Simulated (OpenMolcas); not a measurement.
# P+: effect of the IPEA shift

```json
{"Program": "OpenMolcas 26.06", "Basis": "ANO-RCC-VTZP [5s4p2d1f]", "Scalar Hamiltonian": "DKH2, point nucleus", "Active space": "2 electrons in 3 orbitals (3p)", "State averaging": "2S+1 = 3 even, 3 roots; 2S+1 = 1 even, 6 roots", "Spin-orbit coupling": "state interaction with AMFI integrals over the reference wave functions, term energies averaged over their components"}
```

Methods on the same reference wave functions:
A. CASSCF
B. SS-CASPT2, IPEA 0 Eh, imaginary shift 0.1 Eh (closed shells correlated: 2s 2p 3s)
C. SS-CASPT2, IPEA 0.25 Eh, imaginary shift 0.1 Eh (closed shells correlated: 2s 2p 3s)

Energies in eV above 3s2 3p2 3P0, the measured ground level; measured values from NIST Handbook of Basic Atomic Spectroscopic Data.

```tsv
Level	A	B	C	Measured
3s2 3p2 3P0	0.0000	0.0000	0.0000	0.0000
3s2 3p2 3P1	0.0180	0.0181	0.0181	0.0204
3s2 3p2 3P2	0.0521	0.0522	0.0522	0.0582
3s2 3p2 1D2	1.4405	1.169	1.107	1.1013
3s2 3p2 1S0	3.5196	2.773	2.721	2.6750
```

Deviations, from unrounded energies. A percentage is the sum of absolute deviations over the sum of measured energies, with the sign that they share, or ± where signs differ.

```
                        Against measurement  Levels      A      B      C
             mean absolute deviation (cm-1)       4   2400    350    120
      fine structure of the ground term (%)       2  -10.9  -10.5  -10.5
other terms of the ground configuration (%)       2  +31.3   +4.4   +1.4
```

C lies closest to measurement on these levels and A furthest from it. The largest miss of C in the table is 3s2 3p2 1S0, by +370 cm-1. The ranking rests on the paired levels alone, and a cruder setting can come out closer through cancelling errors.

Between B and C the level of the table that moves most is 3s2 3p2 1D2, by 510 cm-1 (lowest in C, highest in B). Moves below CASPT2's spread within the term are not significant.

From A to B the spin-free energies of the other terms of 3s2 3p2 shown, above 3P, scale by factors of 0.79 to 0.81.

The lowest spin-free term lies below A's lowest term by 0.092 hartree in B, 0.084 hartree in C.

Term energies are means over components that CASPT2 splits; among the terms shown or strongly mixed into the levels shown the widest spread is 110 cm-1 (3s2 3p2 1D, C). With the s shell closed, the reference lacks s² → p² mixing. Without dynamic correlation excited terms often stand tens of per cent too high (terms of higher spin than the ground term too low), and those without a measured partner can miss by more than the paired ones (holds for A). Measured partners are found by configuration, term and J. A level has none where our copy of the source lacks it or the pairing is in doubt (some pairs that miss far off the trend of their configuration count as doubtful), and it then counts in no deviation. Levels of configurations outside the active space are missing.
